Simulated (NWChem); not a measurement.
System: SiH2O2ClF; SMILES Cl[Si](O)(O)F

Here is an NWChem input.

```
start job
memory heap 200 mb stack 900 mb global 1100 mb
geometry units angstroms noautosym nocenter noautoz
  O      0.299464    -1.016201     1.424162
  Si    -0.017205    -0.325705    -0.025120
  O     -1.501005    -0.783734    -0.515438
  F      1.117608    -0.780278    -1.074805
  Cl     0.044810     1.708233     0.024699
  H      1.184094    -0.929455     1.791368
  H     -1.791365    -1.662530    -0.252061
end
basis spherical
  O library 6-31g*
  Si library 6-31g*
  F library 6-31g*
  Cl library 6-31g*
  H library 6-31g*
end
dft
  xc b3lyp
  iterations 150
end
cosmo
  do_cosmo_smd true
  solvent ether
end
task dft energy
```

NWChem printed, in part:

```
             Northwest Computational Chemistry Package (NWChem) 7.3.0
             --------------------------------------------------------

                             Geometry "geometry" -> ""
                             -------------------------

 Output coordinates in angstroms (scale by  1.889725989 to convert to a.u.)

  No.       Tag          Charge          X              Y              Z
 ---- ---------------- ---------- -------------- -------------- --------------
    1 O                    8.0000     0.29946400    -1.01620100     1.42416200
    2 Si                  14.0000    -0.01720500    -0.32570500    -0.02512000
    3 O                    8.0000    -1.50100500    -0.78373400    -0.51543800
    4 F                    9.0000     1.11760800    -0.78027800    -1.07480500
    5 Cl                  17.0000     0.04481000     1.70823300     0.02469900
    6 H                    1.0000     1.18409400    -0.92945500     1.79136800
    7 H                    1.0000    -1.79136500    -1.66253000    -0.25206100

 Effective nuclear repulsion energy (a.u.)     318.9639812815

                                 NWChem DFT Module
                                 -----------------

 Summary of "ao basis" -> "ao basis" (spherical)
 ------------------------------------------------------------------------------
       Tag                 Description            Shells   Functions and Types
 ---------------- ------------------------------  ------  ---------------------
 O                           6-31g*                  6       14   3s2p1d
 Si                          6-31g*                  8       18   4s3p1d
 F                           6-31g*                  6       14   3s2p1d
 Cl                          6-31g*                  8       18   4s3p1d
 H                           6-31g*                  2        2   2s

 in cosmo_initialize ...
 calling solv_data for solv:ether

 solvent parameters
 solvname_short: ether
 solvname_long:  diethyl ether
 dielec:        4.2400
 dielecinf:     1.8295
 nonaqueous SMD model solvent descriptors
 dielec:        4.2400
 sola:          0.0000
 solb:          0.4100
 solc:          0.0000
 solg:         23.9600
 solh:          0.0000
 soln:          1.3526

          ---------------
          -cosmo- solvent
          ---------------
 Cosmo: York-Karplus, doi: 10.1021/jp992097l
 dielectric constant -eps-     =   4.24
 screen = (eps-1)/(eps    )    =   0.76415
 surface charge correction     = lagrangian

   van der Waals surface
 --------------------------

 ---------- ATOMIC COORDINATES (A.U.) ------------ VDWR(ANG.) --
     1    0.56590490   -1.92034144    2.69127594     2.294
     2   -0.03251274   -0.61549320   -0.04746992     2.470
     3   -2.83648816   -1.48104251   -0.97403658     2.294
     4    2.11197288   -1.47451161   -2.03108694     1.730
     5    0.08467862    3.22809229    0.04667434     2.380
     6    2.23761320   -1.75641527    3.38519466     1.200
     7   -3.38518900   -3.14172615   -0.47632622     1.200
 number of segments per atom =        128
 number of   points per atom =        128
 atom (   nspa,  nppa )
 ----------------------
    1 (     79,     0 )       0
    2 (     20,     0 )       0
    3 (     78,     0 )       0
    4 (     66,     0 )       0
    5 (     90,     0 )       0
    6 (      0,     0 )       0
    7 (      1,     0 )       0
 number of -cosmo- surface points =      334
 molecular surface =    149.296 angstrom**2
 molecular volume  =    146.385 angstrom**3
 -lineq- algorithm             =   0
 -bem- low  level              =   3
 -bem- from -octahedral-
 gaussian surface charge width =   4.50000
 degree of switching           =   1.00000
 switching function tolerance  =   0.00010
 atomic radii =
 --------------
    1  8.000  2.294
    2 14.000  2.470
    3  8.000  2.294
    4  9.000  1.730
    5 17.000  2.380
    6  1.000  1.200
    7  1.000  1.200
 ...... end of -cosmo- initialization ......

 nat:                     7
 ixmem:                  2814
 calling mnsol_interface()
 G(SMD-CDS) energy (kcal/mol)  =    -2.321
 SMD-CDS SASA (angstrom**2)    =   133.936

            General Information
            -------------------
          SCF calculation type: DFT
          Wavefunction type:  closed shell.
          No. of atoms     :     7
          No. of electrons :    58
           Alpha electrons :    29
            Beta electrons :    29
          Charge           :     0
          Spin multiplicity:     1
          Use of symmetry is: off; symmetry adaption is: off
          Maximum number of iterations: 150
          AO basis - number of functions:    82
                     number of shells:    38
          Convergence on energy requested:  1.00D-06
          Convergence on density requested:  1.00D-05
          Convergence on gradient requested:  5.00D-04

              XC Information
              --------------
                         B3LYP Method XC Potential
                     Hartree-Fock (Exact) Exchange  0.200
                        Slater Exchange Functional  0.800 local
                    Becke 1988 Exchange Functional  0.720 non-local
              Lee-Yang-Parr Correlation Functional  0.810
                  VWN I RPA Correlation Functional  0.190 local

             Grid Information
             ----------------
          Grid used for XC integration:  medium
          Radial quadrature: Mura-Knowles
          Angular quadrature: Lebedev.
          Tag              B.-S. Rad. Rad. Pts. Rad. Cut. Ang. Pts.
          ---              ---------- --------- --------- ---------
          O                   0.60       49          10.0       434
          Si                  1.10       88           8.0       590
          F                   0.50       49           8.0       434
          Cl                  1.00       88          10.0       590
          H                   0.35       45          10.0       434
          Grid pruning is: on
          Number of quadrature shells:   413
          Spatial weights used:  Erf1

      Superposition of Atomic Density Guess
      -------------------------------------

 Sum of atomic energies:        -998.14539180

      Non-variational initial energy
      ------------------------------

 Total energy =    -999.436752
 1-e energy   =   -2017.208880
 2-e energy   =     698.808146
 HOMO         =      -0.455398
 LUMO         =       0.037086

   convergence    iter        energy       DeltaE   RMS-Dens  Diis-err
 ---------------- ----- ----------------- --------- --------- ---------
     COSMO gas phase
 d= 0,ls=0.0,diis     1  -1001.2619025279 -1.32D+03  1.64D-02  1.07D+00
 d= 0,ls=0.0,diis     2  -1001.2237061910  3.82D-02  8.28D-03  1.63D+00
 d= 0,ls=0.0,diis     3  -1001.3701448819 -1.46D-01  1.31D-03  2.91D-02
 d= 0,ls=0.0,diis     4  -1001.3723725032 -2.23D-03  5.92D-04  2.48D-03
 d= 0,ls=0.0,diis     5  -1001.3726821097 -3.10D-04  1.30D-04  1.39D-04
  Resetting Diis
 d= 0,ls=0.0,diis     6  -1001.3727015860 -1.95D-05  1.72D-05  2.42D-06
 d= 0,ls=0.0,diis     7  -1001.3727017803 -1.94D-07  1.31D-05  8.61D-07
 d= 0,ls=0.0,diis     8  -1001.3727016723  1.08D-07  8.07D-06  2.17D-06

   convergence    iter        energy       DeltaE   RMS-Dens  Diis-err
 ---------------- ----- ----------------- --------- --------- ---------
     COSMO solvation phase
 d= 0,ls=0.0,diis     1  -1001.3830870353 -1.04D-02  8.95D-04  1.45D-03
 d= 0,ls=0.0,diis     2  -1001.3834420086 -3.55D-04  1.93D-04  3.87D-04
 d= 0,ls=0.0,diis     3  -1001.3834713975 -2.94D-05  7.85D-05  1.35D-04
 d= 0,ls=0.0,diis     4  -1001.3834821912 -1.08D-05  2.40D-05  9.99D-06
 d= 0,ls=0.0,diis     5  -1001.3834830567 -8.66D-07  7.51D-06  6.21D-07

         Total DFT energy =    -1001.383483056724
      One electron energy =    -2020.345466753586
           Coulomb energy =      777.826622829696
    Exchange-Corr. energy =      -77.835525931557
 Nuclear repulsion energy =      318.963981281546

             COSMO energy =        0.006905517177

 Numeric. integr. density =       57.999996812175

                                COSMO-SMD solvation results
                                ---------------------------

             internal energy in gas <Psi(g)|H|Psi(g)> =     -1001.372701672288
         internal energy in solvent <Psi(s)|H|Psi(s)> =     -1001.372276355920
                               delta internal energy  =         0.000425316368 (    0.27 kcal/mol)
   total free energy in solvent <Psi(s)|H+V/2|Psi(s)> =     -1001.379784044175
 polarization energy contribution <Psi(s)|V/2|Psi(s)> =        -0.007507688255 (   -4.71 kcal/mol)
    total free energy in solvent including G(SMD-CDS) =     -1001.383483056724
                       G(SMD-CDS) energy contribution =        -0.003699012549 (   -2.32 kcal/mol)
     1 M fixed-concentration free energy of solvation =        -0.010781384435 (   -6.77 kcal/mol)

                       DFT Final Molecular Orbital Analysis
                       ------------------------------------

 Vector   27  Occ=2.000000D+00  E=-3.525129D-01
              MO Center= -4.0D-01,  8.7D-04,  1.8D-01, r^2= 3.6D+00
   Bfn.  Coefficient  Atom+Function         Bfn.  Coefficient  Atom+Function
  ----- ------------  ---------------      ----- ------------  ---------------
    67      0.368614  5 Cl px                37     -0.314555  3 O  pz
    41     -0.239135  3 O  pz                 5      0.233673  1 O  pz
     3     -0.202839  1 O  px                71      0.201300  5 Cl px
    69      0.185723  5 Cl pz                35      0.176505  3 O  px
     9      0.175313  1 O  pz                 7     -0.148835  1 O  px

 Vector   28  Occ=2.000000D+00  E=-3.363889D-01
              MO Center= -3.7D-01,  7.8D-01, -1.5D-01, r^2= 3.1D+00
   Bfn.  Coefficient  Atom+Function         Bfn.  Coefficient  Atom+Function
  ----- ------------  ---------------      ----- ------------  ---------------
    67      0.580363  5 Cl px                71      0.312589  5 Cl px
    37      0.270720  3 O  pz                63     -0.226566  5 Cl px
    41      0.208765  3 O  pz                36      0.184834  3 O  py
    35     -0.146353  3 O  px                40      0.138186  3 O  py
    39     -0.110049  3 O  px                50     -0.099241  4 F  py

 Vector   29  Occ=2.000000D+00  E=-3.323019D-01
              MO Center=  1.4D-01,  6.3D-01,  4.6D-01, r^2= 3.3D+00
   Bfn.  Coefficient  Atom+Function         Bfn.  Coefficient  Atom+Function
  ----- ------------  ---------------      ----- ------------  ---------------
    69      0.574066  5 Cl pz                 4     -0.364946  1 O  py
    73      0.305421  5 Cl pz                 8     -0.276682  1 O  py
    65     -0.223658  5 Cl pz                 5     -0.124506  1 O  pz
    68     -0.097056  5 Cl py                 9     -0.095054  1 O  pz
    50      0.091508  4 F  py                54      0.071258  4 F  py

 Vector   30  Occ=0.000000D+00  E= 1.823918D-02
              MO Center= -8.9D-02, -3.8D-01,  2.1D-01, r^2= 4.9D+00
   Bfn.  Coefficient  Atom+Function         Bfn.  Coefficient  Atom+Function
  ----- ------------  ---------------      ----- ------------  ---------------
    24      1.201392  2 Si s                 38     -0.598880  3 O  s
     6     -0.571186  1 O  s                 82      0.440924  7 H  s
    72      0.434358  5 Cl py                80      0.390298  6 H  s
    70     -0.341683  5 Cl s                 20      0.291120  2 Si s
    52     -0.288221  4 F  s                 68      0.265746  5 Cl py

 Vector   31  Occ=0.000000D+00  E= 6.753574D-02
              MO Center=  2.4D-02, -6.9D-01,  3.5D-01, r^2= 5.4D+00
   Bfn.  Coefficient  Atom+Function         Bfn.  Coefficient  Atom+Function
  ----- ------------  ---------------      ----- ------------  ---------------
    38      0.695809  3 O  s                  6     -0.630296  1 O  s
    82     -0.588080  7 H  s                 25      0.528996  2 Si px
    80      0.526784  6 H  s                 27      0.509823  2 Si pz
     7     -0.255309  1 O  px                23      0.240758  2 Si pz
     3     -0.186194  1 O  px                21      0.171810  2 Si px

 Vector   32  Occ=0.000000D+00  E= 8.462875D-02
              MO Center=  1.1D-01, -2.9D-01,  1.9D-01, r^2= 4.9D+00
   Bfn.  Coefficient  Atom+Function         Bfn.  Coefficient  Atom+Function
  ----- ------------  ---------------      ----- ------------  ---------------
    26      0.660826  2 Si py                80     -0.544960  6 H  s
    25      0.523054  2 Si px                 6      0.516053  1 O  s
    70     -0.515488  5 Cl s                 72      0.487376  5 Cl py
    22      0.398359  2 Si py                20      0.373323  2 Si s
    27     -0.359832  2 Si pz                24      0.350202  2 Si s

     Multipole analysis of the density
     ---------------------------------

     L   x y z        total         alpha         beta         nuclear
     -   - - -        -----         -----         ----         -------
     0   0 0 0     -0.000000    -29.000000    -29.000000     58.000000

     1   1 0 0      0.233139     -0.223367     -0.223367      0.679872
     1   0 1 0     -0.854915     -0.867881     -0.867881      0.880847
     1   0 0 1      0.685342      1.094728      1.094728     -1.504114

     2   2 0 0    -28.673690    -76.173989    -76.173989    123.674287
     2   1 1 0      2.016941     -3.251004     -3.251004      8.518949
     2   1 0 1      2.690503     -1.132948     -1.132948      4.956398
     2   0 2 0    -29.251581   -145.638884   -145.638884    262.026188
     2   0 1 1     -0.468045      1.930870      1.930870     -4.329784
     2   0 0 2    -30.880261    -72.648404    -72.648404    114.416547
```

Level: B3LYP/6-31G* (spherical d), SMD on the gas-phase geometry. Geometry: optimised at PBE0/def2-SVP. Solvent: diethyl ether.
